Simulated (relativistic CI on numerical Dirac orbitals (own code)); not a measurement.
Electric-dipole lines of Zn II

Computed by Dirac-Coulomb-Breit CI, separate exchange-only KLI orbitals for each configuration, a model potential for QED, valence Slater integrals scaled by 0.85, configuration energies shifted to the measured levels that pair with them (semi-empirical) (own radial code, finite nucleus).

CI space (outside the closed core [Ar]): 3d¹⁰4s, 3d¹⁰4p, 3d⁹4s², 3d¹⁰5s, 3d¹⁰4d, 3d¹⁰5p, 3d¹⁰4f, 3d⁹4s4p, 3d¹⁰6s, 3d¹⁰5d, 3d¹⁰6p, 3d¹⁰5g, 3d¹⁰5f, 3d¹⁰6d, 3d⁸4s4p², 3d⁹4p², 3d¹⁰6g, 3d⁹4s5p, 3d⁹4s5s. Levels of other configurations are missing.

```
λ vac (Å)              Lower               Upper   A (s⁻¹)        gf  Branching (%)
   1834.1   3d⁹4s² ²D5/2 [4]  3d¹⁰4f ²F°5/2 [30]  8.03e+04  2.43e-04            0.0
   1834.1   3d⁹4s² ²D5/2 [4]  3d¹⁰4f ²F°7/2 [29]  1.40e+06  5.65e-03            0.6
   1927.9   3d⁹4s² ²D3/2 [5]  3d¹⁰4f ²F°5/2 [30]  9.02e+05  3.01e-03            0.4
   2029.5   3d¹⁰4s ²S1/2 [1]   3d¹⁰4p ²P°3/2 [3]  5.09e+08  1.26e+00          100.0
   2059.2   3d¹⁰4s ²S1/2 [1]   3d¹⁰4p ²P°1/2 [2]  4.86e+08  6.18e-01          100.0
   2507.8  3d¹⁰4p ²P°1/2 [2]    3d¹⁰5s ²S1/2 [6]  1.71e+08  3.22e-01           33.5
   2553.4  3d¹⁰4p ²P°3/2 [3]    3d¹⁰5s ²S1/2 [6]  3.39e+08  6.63e-01           66.5
   4914.1   3d¹⁰4d ²D3/2 [7]  3d¹⁰4f ²F°5/2 [30]  2.11e+08  4.58e+00           92.9
   4924.0   3d¹⁰4d ²D5/2 [8]  3d¹⁰4f ²F°5/2 [30]  1.50e+07  3.28e-01            6.6
   4924.3   3d¹⁰4d ²D5/2 [8]  3d¹⁰4f ²F°7/2 [29]  2.25e+08  6.55e+00           99.4
   7613.0   3d¹⁰5s ²S1/2 [6]  3d¹⁰5p ²P°3/2 [11]  5.48e+07  1.90e+00           92.3
   7711.5   3d¹⁰5s ²S1/2 [6]   3d¹⁰5p ²P°1/2 [9]  5.35e+07  9.54e-01           91.2
  21469.5   3d¹⁰4d ²D3/2 [7]  3d¹⁰5p ²P°3/2 [11]  3.12e+05  8.62e-02            0.5
  21659.1   3d¹⁰4d ²D5/2 [8]  3d¹⁰5p ²P°3/2 [11]  2.75e+06  7.72e-01            4.6
  22271.8   3d¹⁰4d ²D3/2 [7]   3d¹⁰5p ²P°1/2 [9]  2.87e+06  4.26e-01            4.9
```

Terms are leading LS components. Brackets give the number of a level in order of energy, since labels repeat. The list gives strong lines, with weight on those to low levels, without configurations that were not tied to measured data, without lines whose two gauges differ by over a factor of 2.5, among the lowest 48 of 318 levels, so that lines to higher ones, which can be the strongest, are missing, and without lines across small gaps between configurations, and without 7 lines that miss the measured interval by over 3.5 %, start from a term whose rates miss tabulated ones by over 60 %, have gauges far apart or, lacking measured levels, span too small a gap for the errors found; lines with a level outside our table were not tested and can miss by more. Levels whose partners in the same complex of configurations lie outside the list can be far off, and so can their lines. Rates are taken at the computed energies, electric ones in the length gauge.

Configurations whose levels could be paired with our table of measured levels were shifted onto them, all but the ground configuration, by the median error of their levels; single terms can still be off by 1,000 to 2,000 cm⁻¹ or more, and rates follow the energies as ν³ (E1, M1) or ν⁵ (E2). The others borrow a shift and can be off by several thousand cm⁻¹ or more. The fine structure of a lone outer electron comes out too small, for d and f at times inverted, and misplaced configurations move strength between like terms. 11 of the 11 excited levels that our extract of the measured tables holds in this range could be paired (the sources list more); they are missed by 26 cm⁻¹ on average and 81 at most, after the shifts were fitted to these levels, and levels without a partner can miss by more.

Question: From the table, what is the radiative lifetime of 3d¹⁰4f ²F°5/2?

Answer: The listed rates from this level add up to about 2.27e+08 s⁻¹, 100 % of its decay; with all channels τ = 4.41e-09 s.

LS names give the leading component of a level, which can be under half, so a name can repeat, a term be missing and a line seem to break the LS rules.
